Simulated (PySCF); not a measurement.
The dipole of `O=[P@@H]1C=C1c1ccccc1` from its density and from atomic charges.

Coordinates (GFN2-xTB, Å) and charges (e) from the PBE0/pcSseg-1 density (PySCF):

```tsv
atom	x	y	z	Mulliken	IAO	Hirshfeld	ESP-fitted
O1	-3.610	1.414	-1.234	-0.5707	-0.8842	-0.3920	-0.5538
P2	-2.986	0.116	-0.977	+0.8316	+1.3507	+0.3643	+0.6992
C3	-2.604	-0.579	0.628	-0.3234	-0.4205	-0.0933	-0.3289
C4	-1.493	-0.203	-0.048	-0.1680	-0.2195	-0.0349	-0.2462
C5	-0.076	-0.065	0.066	-0.1747	-0.0209	-0.0076	+0.3873
C6	0.637	0.572	-0.951	-0.0020	-0.1311	-0.0363	-0.3340
C7	2.007	0.717	-0.854	-0.0752	-0.1481	-0.0423	-0.0640
C8	2.681	0.217	0.250	-0.0620	-0.1378	-0.0358	-0.1716
C9	1.980	-0.421	1.262	-0.0763	-0.1479	-0.0431	-0.1023
C10	0.609	-0.561	1.179	+0.0161	-0.1352	-0.0368	-0.2787
H11	-3.252	-0.884	-1.894	+0.0512	-0.0718	+0.0168	-0.0178
H12	-2.865	-0.942	1.601	+0.0940	+0.1713	+0.0666	+0.2122
H13	0.095	0.954	-1.806	+0.0893	+0.1612	+0.0540	+0.1855
H14	2.553	1.217	-1.640	+0.0969	+0.1597	+0.0559	+0.1388
H15	3.753	0.324	0.322	+0.0975	+0.1589	+0.0557	+0.1500
H16	2.508	-0.809	2.121	+0.0953	+0.1582	+0.0547	+0.1424
H17	0.057	-1.054	1.965	+0.0804	+0.1571	+0.0540	+0.1818
```

Task: Compute μ = Σ q r for each scheme (1 e·Å = 4.803 D) and compare with the dipole of the full density.

Result: The full density gives (3.29, -3.06, 1.11) D, 4.62 D in size; dipole vectors point from the negative to the positive end.

| scheme | μx | μy | μz | size (D) | share of the full size (%) | angle to the full dipole (°) |
| --- | --- | --- | --- | --- | --- | --- |
| Mulliken | 3.14 | -2.81 | -1.04 | 4.34 | 94 | 28 |
| IAO | 3.00 | -4.18 | -0.29 | 5.15 | 112 | 20 |
| Hirshfeld | 2.70 | -2.46 | 0.77 | 3.73 | 81 | 2 |
| ESP-fitted | 3.29 | -3.16 | 1.06 | 4.69 | 101 | 1 |

Task: Which set comes closest?

Result: Length of the difference vector: ESP-fitted 0.12 D, Hirshfeld 0.90 D, IAO 1.82 D, Mulliken 2.17 D. Closest: ESP-fitted. ESP charges are fitted to the potential around the molecule, whose slowest-falling term is the dipole's. 

Task: What is left for the Hirshfeld atoms' own dipoles?

Result: The shares of the density sum to the whole, so what Σ q r misses lies in dipoles about the nuclei. The atomic dipoles sum to (3.29, -3.06, 1.11) − (2.70, -2.46, 0.77) = (0.59, -0.60, 0.34) D, 0.90 D in size.

Task: With the origin at the mean of the coordinates, (0.000, 0.001, -0.001) Å, which are the largest single terms, by size, of the ESP-fitted dipole along the direction of the full one?

Result: O1 +10.10, P2 -8.17, C3 +2.08, H16 +1.93, H15 +1.82 D; all 17 atoms together +4.69 D. The single terms depend on the origin, their sum doesn't.

Task: Give the size of the full dipole in other units.

Result: 4.62 D = 1.818 au = 0.962 e·Å = 15.42 × 10⁻³⁰ C·m.

The structure is a single GFN2-xTB conformer in the gas phase; no vibrational or solvent corrections.

Shape of the structure used: `[O:1]=[P@@H:2]1[CH:3]=[C:4]1[c:5]1[cH:6][cH:7][cH:8][cH:9][cH:10]1`: C3–C4–C5–C6 -171°.
